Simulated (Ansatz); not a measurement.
# A ladder of methods for AsH3 (arsine)

The species is AsH3 (4 atoms), meant as a singlet with charge 0. SMILES: `[AsH3]`. The coordinates come from a PBE0-D4/def2-TZVP relaxation.

```jsonl
{"atom": "As", "x (Å)": "-0.2158", "y (Å)": "0.4876", "z (Å)": "-0.3460"}
{"atom": "H", "x (Å)": "0.3499", "y (Å)": "0.6303", "z (Å)": "1.0594"}
{"atom": "H", "x (Å)": "-1.0680", "y (Å)": "-0.7055", "z (Å)": "0.0611"}
{"atom": "H", "x (Å)": "0.9339", "y (Å)": "-0.4125", "z (Å)": "-0.7745"}
```

Quantity: the energy change with the As1–H4 bond stretched from 1.522 to 2.283 Å, in eV. The values are calculated.

| level | kind | program | value (eV) | less FCI/STO-3G |
| --- | --- | --- | --- | --- |
| SVWN5/STO-3G (restricted) | LDA | Ansatz | 3.00 | +0.38 |
| revPBE/STO-3G (restricted) | GGA | Ansatz | 2.81 | +0.19 |
| B3LYP/STO-3G (restricted) | global hybrid | Ansatz | 3.07 | +0.45 |
| BHLYP/STO-3G (restricted) | global hybrid | Ansatz | 3.48 | +0.86 |
| PBE0/STO-3G (restricted) | global hybrid | Ansatz | 3.21 | +0.59 |
| CCSD/STO-3G (restricted) | coupled cluster or CI | Ansatz | 2.62 | 0.00 |
| CCSDT/STO-3G (restricted) | coupled cluster or CI | Ansatz | 2.62 | 0.00 |
| FCI/STO-3G | exact in the basis | Ansatz | 2.62 | 0.00 |

FCI/STO-3G is exact within its basis and frozen core, so for wave-function methods in that basis the difference is their error; functionals converge differently with the basis, so for them it is only a difference. All-electron rows without a relativistic Hamiltonian named are non-relativistic. The first shape isn't each level's own minimum. The values span 2.62 to 3.48 eV. All rows use very small basis sets, so even the best lies far from the true value. In the correlated wave-function rows the outer d shell of As is correlated, in sets not made for it.
